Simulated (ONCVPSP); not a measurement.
## La: excitation energies, all-electron against ONCV

```
Element                 : lanthanum
Generator               : ONCVPSP 4.0.1
Type                    : optimised norm-conserving Vanderbilt (ONCV)
Functional              : PBE
Relativity              : fully relativistic
Frozen core             : [Kr] 4d10
Valence charge          : 11
Reference configuration : 5s2 5p6 5d1 6s1 6p1
Partial waves           : 5s+6s: rc 2.70 bohr, ncon 3, nbas 6, qcut 4 1/bohr, 2 projectors; 5p+6p: rc 3.55 bohr, ncon 4, nbas 7, qcut 4.6 1/bohr, 2 projectors; 5d: rc 2.70 bohr, ncon 4, nbas 7, qcut 3.9 1/bohr, 2 projectors, debl 2.7 Ha; f scattering state at 0.3 Ha: rc 3.60 bohr, ncon 3, nbas 7, qcut 3.5 1/bohr, 1 projector
Local potential         : polynomial inside 1.85 bohr (lpopt 5, dvloc0 0 Ha)
Core correction         : Teter function, fcfact 1.75, rcfact 1.6
```

Open shells are filled in proportion to 2j + 1.

In the f channel the program set the typed energies aside and used -0.196 Ha (j = l + 1/2; the other j can differ).

Energies are relative to the spin-unpolarised reference configuration 5s2 5p6 5d1 6s1 6p1; without spin polarisation the order of configurations can differ from experiment.

```tsv
valence configuration	charge	ΔE all-electron (eV)	error AE − PS (meV)
5s2 5p6 5d1 6s1 6p0	+1	3.596	-0.1
5s2 5p6 5d1 6s0 6p0	+2	14.482	-3.3
4f1 5s2 5p6 5d0 6s1 6p0	+1	3.900	+1869
```

Question: What are ΔE and the potential's error for 5s2 5p6 5d1 6s2 6p0?

Answer: ΔE = -2.370 eV all-electron; the error (AE − PS) is -1.0 meV.

Levels in the configuration 5s2 5p6 5d1 6s1 6p0:

```tsv
level	all-electron (eV)	pseudo (eV)
5s j=1/2	-44.693	-44.701
5p j=3/2	-27.423	-27.426
5p j=1/2	-29.938	-29.941
5d j=5/2	-8.419	-8.418
5d j=3/2	-8.633	-8.632
6s j=1/2	-8.342	-8.342
```

These tests converged, but a pseudo level misses the all-electron one widely, so the file describes the atom poorly there or has found another state: 4f1 5s2 5p6 5d0 6s1 6p0: 4f by 3.8 eV.

Note: no bound ghost flagged but for a GHOST(-) flag that falls on a real empty level of the atom; GHOST(+) flagged for s at 49.5 eV.
